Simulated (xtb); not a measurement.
xtb input:

```bash
xtb mol.xyz --gfn 1 --sp --chrg 0 --uhf 0
```
mol.xyz:
```
2

Al    -0.00000000    -0.00000000    -2.06753599
I      0.00000000     0.00000000     0.50713147
```

Problem. Predict the final energy.

Solution. -5.30628 Eh (GFN1-xTB).
